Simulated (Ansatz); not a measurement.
The lowest singlet and triplet of CS (SMILES [C]=S); geometries from B3LYP-D3(BJ)/def2-TZVP, each state relaxed from the structure named, with no frequency check.
Singlet (charge 0, multiplicity 1):
```xyz
2

C      0.00000     0.00000    -1.11416
S      0.00000     0.00000     0.41781
```
Triplet (charge 0, multiplicity 3):
```xyz
2

C      0.000     0.000    -1.140
S      0.000     0.000     0.428
```

A positive gap puts the triplet lower; no zero-point energy. R- takes a restricted singlet. The triplet is unrestricted in single-reference levels. Active spaces average the two states.

Correlated levels freeze the cores.

Programs: Ansatz (a first-principles code) with Gaussian orbitals. 

R-PBE/def2-TZVPP gives -74.46 kcal/mol for the gap E(singlet) − E(triplet), adiabatic.

Predict the shift from PBE, with its sign, for: R-r2SCAN/def2-TZVPP, R-B3LYP/def2-TZVPP, R-wB97M-V/def2-TZVPP, R-B2PLYP/def2-TZVPP, R-MP2/cc-pV(Q+d)Z, R-CCSD(T)/cc-pV(Q+d)Z, SC-NEVPT2 on SA-CASSCF(10,8)/cc-pV(Q+d)Z, FIC-MRCISD+Q on SA-CASSCF(10,8)/cc-pV(Q+d)Z.

R-r2SCAN/def2-TZVPP 4.62; R-B3LYP/def2-TZVPP -1.57; R-wB97M-V/def2-TZVPP -7.22; R-B2PLYP/def2-TZVPP -4.62; R-MP2/cc-pV(Q+d)Z -19.42; R-CCSD(T)/cc-pV(Q+d)Z -5.15; SC-NEVPT2 on SA-CASSCF(10,8)/cc-pV(Q+d)Z -5.78; FIC-MRCISD+Q on SA-CASSCF(10,8)/cc-pV(Q+d)Z -5.23 kcal/mol. 1 of 8 lie above PBE; the widest gap is to R-MP2/cc-pV(Q+d)Z.

Doubts at one or more of the structures used: a spin-contaminated determinant (R-MP2/cc-pV(Q+d)Z, R-CCSD(T)/cc-pV(Q+d)Z); T1 above 0.05 (R-CCSD(T)/cc-pV(Q+d)Z).

Measured: 1Σ+ below a 3Πr by 27661 cm-1 = 79.1 kcal/mol (between the minima) [Huber and Herzberg (1979), NIST Chemistry WebBook].
